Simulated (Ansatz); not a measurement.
```xyz
33

C    -1.081    2.137    0.810
C    -0.463    1.067    1.697
N    -0.753   -0.288    1.270
C    -2.057   -0.808    1.622
C    -2.188   -1.221    3.081
Si    0.451   -1.191    0.452
N     1.017   -0.427   -0.975
C     2.402   -0.083   -1.215
C     2.678    1.413   -1.175
C     0.089   -0.169   -2.058
C     0.175   -1.173   -3.197
H    -0.858    3.136    1.193
H    -2.168    2.035    0.762
H    -0.688    2.062   -0.206
H     0.624    1.203    1.712
H    -0.792    1.211    2.735
H    -2.830   -0.065    1.382
H    -2.264   -1.674    0.987
H    -1.984   -0.387    3.756
H    -3.199   -1.578    3.292
H    -1.484   -2.023    3.316
H     1.691   -1.379    1.259
H    -0.216   -2.502    0.195
H     2.734   -0.489   -2.181
H     3.014   -0.579   -0.458
H     2.089    1.954   -1.920
H     2.433    1.823   -0.192
H     3.732    1.616   -1.378
H    -0.927   -0.175   -1.646
H     0.238    0.846   -2.449
H    -0.548   -0.931   -3.982
H     1.168   -1.179   -3.653
H    -0.035   -2.182   -2.836
```

Charge 0, multiplicity 1.

Q: List the PBE0/def2-TZVPP orbital energies in eV (Ansatz 0.2.0). (Best estimate.)

A: Ansatz gave: Occupied: -1802.23, -390.71, -390.70, -278.77, -278.76, -278.72, -278.72, -277.72, -277.71, -277.70, -277.67, -144.48, -99.15, -99.15, -99.13, -25.32, -25.00, -21.31, -21.30, -20.10, -19.87, -17.78, -17.71, -16.59, -15.92, -14.71, -13.74, -13.40, -13.24, -12.46, -11.89, -11.80, -11.62, -11.59, -11.50, -11.17, -10.53, -10.44, -10.28, -10.25, -10.18, -10.01, -9.58, -9.54, -9.01, -8.98, -8.90, -6.42, -6.04. Lowest empty: 0.90, 1.22, 1.49, 1.69, 1.81, 1.86, 2.26, 2.49.
